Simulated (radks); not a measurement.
Values are calculated unless marked as measured or tabulated.
Charge is removed step by step from the 5d level of the gold ion Au3+, starting from [Xe] 4f14 5d8. Code: a radial shooting solver on a logarithmic mesh with Libxc functionals. Model: scalar-relativistic Kohn-Sham, r2SCAN, spin-unpolarised, spherical densities, finite nucleus; meta-GGA in the generalised Kohn-Sham scheme; Fermi nuclear charge, rms radius 5.4371 fm.

| removed (e) | E - E(0) (eV) | eigenvalue (eV) | E minus straight line (eV) |
|---|---|---|---|
| 0 | 0.000 | -40.844 | 0.000 |
| 0.125 | 5.213 | -42.585 | -0.778 |
| 0.25 | 10.644 | -44.341 | -1.338 |
| 0.375 | 16.296 | -46.113 | -1.677 |
| 0.5 | 22.169 | -47.900 | -1.793 |
| 0.625 | 28.268 | -49.702 | -1.686 |
| 0.75 | 34.592 | -51.518 | -1.352 |
| 0.875 | 41.144 | -53.349 | -0.791 |
| 1 | 47.926 | -55.194 | 0.000 |

Removing the whole electron costs 47.926 eV by Delta-SCF, against 40.844 eV from minus the eigenvalue at the starting occupation. Slater's transition state (half an electron removed) gives 47.900 eV. Integrating minus the eigenvalue over the occupation (Janak's theorem) gives 47.940 eV. In this scalar-relativistic scheme the density is built from large components alone, so the theorem holds only approximately. The mean slope of the eigenvalue, de/dn, is 14.3 eV per electron. Ionisation energy of Au3+ in the NIST Atomic Spectra Database: 45 eV (theoretical).

Beside tabulated values, note that spin-unpolarised runs miss the spin-polarisation part of the exchange energy of open shells.
